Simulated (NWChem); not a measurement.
System: C3H7O2, doublet; SMILES COC[CH]O

```xyz
12

C      0.2650     2.1110    -0.1046
O      0.3034     0.7622     0.3134
C     -0.8240     0.0017    -0.1178
C     -0.5194    -1.4270     0.1882
O      0.7411    -1.8592    -0.1118
H     -0.5999     2.6412     0.3229
H      1.1828     2.5852     0.2523
H      0.2174     2.1960    -1.2019
H     -0.9711     0.1789    -1.2054
H     -1.7464     0.3248     0.3911
H     -1.2784    -2.1942     0.0756
H      1.3104    -1.0696    -0.0425
```
Atoms are numbered in this order, from 1.

Program: NWChem. Spin-unrestricted. Geometry: optimised at B3LYP/6-31G* (spherical d), spin-unrestricted. No stability test was run on the SCF state.

For level TPSS/aug-pcseg-1:

| Quantity | Result |
|---|---|
| highest occupied level (eV) | -3.83 |
| lowest empty minus highest occupied level, either spin (eV) | 2.13 |

### Question
Estimate the same quantities for level TPSS/def2-SVP.

### Answer
| Item | Value |
|---|---|
| highest occupied level (eV) | -3.50 |
| lowest empty minus highest occupied level, either spin (eV) | 2.24 |
